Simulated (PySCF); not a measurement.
Geometry:
```json
{"atom": "C1", "x (Å)": "-3.290", "y (Å)": "-1.214", "z (Å)": "0.513"}
{"atom": "C2", "x (Å)": "-2.063", "y (Å)": "-0.717", "z (Å)": "0.348"}
{"atom": "C3", "x (Å)": "-1.341", "y (Å)": "0.538", "z (Å)": "0.763"}
{"atom": "C4", "x (Å)": "-1.644", "y (Å)": "1.635", "z (Å)": "1.455"}
{"atom": "C5", "x (Å)": "-0.146", "y (Å)": "0.022", "z (Å)": "0.070"}
{"atom": "O6", "x (Å)": "1.047", "y (Å)": "0.561", "z (Å)": "-0.067"}
{"atom": "C7", "x (Å)": "1.997", "y (Å)": "-0.195", "z (Å)": "-0.814"}
{"atom": "C8", "x (Å)": "3.289", "y (Å)": "0.576", "z (Å)": "-0.856"}
{"atom": "C9", "x (Å)": "-0.813", "y (Å)": "-1.116", "z (Å)": "-0.300"}
{"atom": "F10", "x (Å)": "-0.490", "y (Å)": "-2.193", "z (Å)": "-0.987"}
{"atom": "H11", "x (Å)": "-3.567", "y (Å)": "-2.183", "z (Å)": "0.094"}
{"atom": "H12", "x (Å)": "-4.046", "y (Å)": "-0.659", "z (Å)": "1.072"}
{"atom": "H13", "x (Å)": "-0.901", "y (Å)": "2.420", "z (Å)": "1.613"}
{"atom": "H14", "x (Å)": "-2.641", "y (Å)": "1.773", "z (Å)": "1.878"}
{"atom": "H15", "x (Å)": "1.597", "y (Å)": "-0.370", "z (Å)": "-1.829"}
{"atom": "H16", "x (Å)": "2.129", "y (Å)": "-1.180", "z (Å)": "-0.334"}
{"atom": "H17", "x (Å)": "3.144", "y (Å)": "1.552", "z (Å)": "-1.341"}
{"atom": "H18", "x (Å)": "3.671", "y (Å)": "0.749", "z (Å)": "0.160"}
{"atom": "H19", "x (Å)": "4.046", "y (Å)": "0.015", "z (Å)": "-1.423"}
```

PySCF 2.14 calculation with PBE0-D3(BJ)/def2-SVP structure and PBE0/pcSseg-1 with gauge-including orbitals; in vacuum, equivalent nuclei averaged, a single conformation, non-relativistic.

References, each an isolated molecule treated in the same way: TMS for $^{13}$C (σ = 184.41 ppm), $^{1}$H (σ = 31.27 ppm); $^{17}$O (σ = 334.56 ppm) vs H2O; $^{19}$F (σ = 177.25 ppm) vs CFCl3.

| atoms | nucleus | count | Hirshfeld charge | δ (ppm) |
| --- | --- | --- | --- | --- |
| C4 | $^{13}$C | 1 | -0.12 | ? |
| H17/H18/H19 | $^{1}$H | 3 | 0.05 | 1.41 |
| C8 | $^{13}$C | 1 | -0.11 | ? |
| C1 | $^{13}$C | 1 | -0.13 | 92.8 |
| C3 | $^{13}$C | 1 | -0.01 | ? |
| C5 | $^{13}$C | 1 | 0.06 | 150.0 |
| H13 | $^{1}$H | 1 | 0.05 | 5.08 |
| C7 | $^{13}$C | 1 | 0.02 | 67.6 |
| H14 | $^{1}$H | 1 | 0.05 | ? |
| H15/H16 | $^{1}$H | 2 | 0.04 | 4.04 |
| H12 | $^{1}$H | 1 | 0.05 | 4.82 |
| C9 | $^{13}$C | 1 | 0.06 | 149.6 |
| O6 | $^{17}$O | 1 | -0.09 | 137.1 |
| C2 | $^{13}$C | 1 | -0.02 | 147.8 |
| H11 | $^{1}$H | 1 | 0.05 | ? |
| F10 | $^{19}$F | 1 | -0.07 | -129.0 |

Estimate the values marked ?.

Answers


- C3: 146.4 ppm, fully substituted alkene carbon; an sp2 carbon of a C=C bond
- C4: 98.2 ppm, terminal =CH2 carbon
- C8: 16.5 ppm, methyl carbon; a saturated carbon with 1 carbon neighbour and no heteroatom attached
- H14: 5.03 ppm, hydrogen on a terminal =CH2 carbon; a vinylic proton, deshielded by the sp2 carbon and the C=C anisotropy
- H11: 4.83 ppm, hydrogen on a terminal =CH2 carbon; olefinic region

Shifts are as computed. Against solution values, carbons near 30 ppm lie about +2 ppm off and those near 130 ppm about +5 ppm. Of 1309 compounds with measured shifts, 239 miss one by over three times the rms of a fit or turn the order of signals round; such compounds aren't used in these exercises. Unscaled 19F shifts against computed CFCl3 carry errors that often reach 10 to 50 ppm. Experimental scales use liquid or dissolved standards, which lie at an offset from isolated H2O (liquid H2O: subtract about 36 ppm).
